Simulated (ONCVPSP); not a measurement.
## Before and after: ONCV potential for niobium (Nb)

* Element: Nb
* Generator: ONCVPSP 4.0.1
* Type: optimised norm-conserving Vanderbilt (ONCV)
* Functional: PBE
* Relativity: scalar-relativistic
* Frozen core: [Ar] 3d10
* Valence charge: 13
* Reference configuration: 4s2 4p6 4d4 5s0.5 5p0.5
* Partial waves: 4s+5s: rc 1.95 bohr, ncon 5, nbas 8, qcut 6.9 1/bohr, 2 projectors; 4p+5p: rc 2.00 bohr, ncon 3, nbas 7, qcut 6.4 1/bohr, 2 projectors; 4d: rc 1.65 bohr, ncon 4, nbas 8, qcut 5.6 1/bohr, local
* Local potential: the d channel
* Core correction: Teter function, fcfact 5, rcfact 1.1

Change: all radii but the core radius scaled by about 0.79 (s 1.54, p 1.58, d 1.30 bohr).

Cutoffs: the cutoffs (Ha) at which the residual kinetic energy of the hardest occupied pseudo-wave falls to 1 and 0.1 mHa per electron; they do not see the model core or the augmentation charge, which bear on the density cutoff. Errors are all-electron minus pseudo energies relative to the spin-unpolarised reference configuration.

What does the change do?

The potential gets harder (18 Ha and 64 Ha → 23 Ha and 119 Ha); of the 4 tests that both files solve, the error grows in 0 and shrinks in 1 by more than 15 % and 0.3 meV (median size 1.1 → 1.0 meV); neither file shows a bound ghost. A smaller radius makes the pseudo-wave follow the all-electron one further in, where it bends more sharply, so more plane waves are needed.

| quantity | base | changed |
| --- | --- | --- |
| cutoff, loose | 18 Ha | 23 Ha |
| cutoff, tight | 64 Ha | 119 Ha |
| loose cutoff by channel | s 18 Ha, p 11 Ha, d 16 Ha | s 23 Ha, p 11 Ha, d 20 Ha |
| bound ghosts | none | none |
| GHOST(+) flags under 300 eV | none | none |
| error for 4s2 4p6 4d4 5s1 5p0, meV [ΔE -1.45 eV] | +0.2 | +0.2 |
| error for 4s2 4p6 4d4 5s0 5p0, meV [ΔE 5.18 eV] | -1.4 | -1.2 |
| error for 4s2 4p6 4d3 5s0 5p0, meV [ΔE 19.22 eV] | -0.9 | +0.7 |
| error for 4s2 4p6 4d5 5s0 5p0, meV [ΔE -0.18 eV] | -2.9 | -2.4 |
| rms error of d²Exc/dni dnj with the model core, mHa | 0.41 | 0.80 |
